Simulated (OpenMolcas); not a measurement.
Re4+ (d3) among equal point charges was computed by CASSCF with the d shell active (OpenMolcas, ANO-RCC-VDZP on the metal). Its lowest spin-free states, and all those of the highest spin:

```json
{"2S+1": "4", "Degeneracy": "3", "E (cm-1)": "0.0"}
{"2S+1": "4", "Degeneracy": "3", "E (cm-1)": "2297"}
{"2S+1": "4", "Degeneracy": "1", "E (cm-1)": "5027"}
{"2S+1": "2", "Degeneracy": "2", "E (cm-1)": "12618"}
{"2S+1": "4", "Degeneracy": "3", "E (cm-1)": "14113"}
{"2S+1": "2", "Degeneracy": "3", "E (cm-1)": "14175"}
{"2S+1": "2", "Degeneracy": "3", "E (cm-1)": "14328"}
{"2S+1": "2", "Degeneracy": "1", "E (cm-1)": "15585"}
{"2S+1": "2", "Degeneracy": "3", "E (cm-1)": "17928"}
{"2S+1": "2", "Degeneracy": "3", "E (cm-1)": "18942"}
{"2S+1": "2", "Degeneracy": "3", "E (cm-1)": "19069"}
{"2S+1": "2", "Degeneracy": "2", "E (cm-1)": "19973"}
```

Question: Is the site octahedral, tetrahedral or cube-like, axial, or of lower symmetry?

Answer: The states with 2S+1 = 4 have orbital degeneracies 3, 3, 1, 3. Threefold states need a cubic site. For d3 at this spin an octahedron puts the single A2 below the threefold T2 and a tetrahedron or cube puts the threefold T1 below the threefold T2, so the site is a tetrahedron or a cube, which this pattern cannot tell apart. The run had Re4+ among 4 point charges of -2 e arranged as a tetrahedron (Td), 2.27 Å from the ion.

Spin-orbit coupling mixes the spin-free states strongly: the lowest level takes only 52 % from its leading state, 4T1. Without dynamic correlation the repulsion within the d shell is too large (B by tens of per cent), so at a given field states of lower spin stand too high. Point charges give a weaker field than real ligands, and real ions of this kind are as a rule low spin; the high spin found here belongs to the model. This is an electrostatic model: the charges have no orbitals. No measured value stands beside these numbers.
